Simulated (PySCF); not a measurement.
## Levels along the 3-electron series

One electron added to the closed shell 1s2: EOM-EA-CCSD calculated with PySCF 2.14, two-component X2C-1e with screened spin-orbit coupling, each ion in its own even-tempered basis, nothing frozen, the virtual space cut to natural spinors and corrected at second order; no Breit or QED terms. Binding energy of 2s1/2 and energies of the other levels above it, in eV.

```tsv
ion	2s1/2 binding	2p1/2 − 2s1/2	2p3/2 − 2s1/2	NIST ionisation energy
Ga²⁸⁺	2985.6	58.710	94.580	2984.4 (t)
Ge²⁹⁺	3195.6	60.896	101.95	3194.3 (t)
As³⁰⁺	3413.1	63.102	109.89	3411.6 (t)
Br³²⁺	3870.7	67.579	127.66	3869.0 (t)
Kr³³⁺	4111.0	69.836	137.56	4109.1 (t)
Rb³⁴⁺	4359.0	72.135	148.22	4356.9 (t)
Sr³⁵⁺	4614.8	74.444	159.66	4612.4 (t)
Zr³⁷⁺	5149.8	79.147	185.13	5146.9 (t)
Nb³⁸⁺	5429.2	81.536	199.26	5426.1 (t)
```

Q: Estimate the missing row, Se³¹⁺.

A: The calculation gives 2s1/2 binding 3638.1; 2p1/2 − 2s1/2 65.329; 2p3/2 − 2s1/2 118.45. The NIST ionisation energy is 3636.5 (t).

Each ion has its own basis, which adds noise of up to about 0.1 % of the binding energies along the series.

The 2p interval goes from 35.87 to 117.7 eV, as Z to the power 4.25; a hydrogen-like ion gives 4, and the power is higher where the screened charge Z − σ still grows faster than Z or where Zα is large.

NIST values marked (s) are semi-empirical, (t) theoretical.
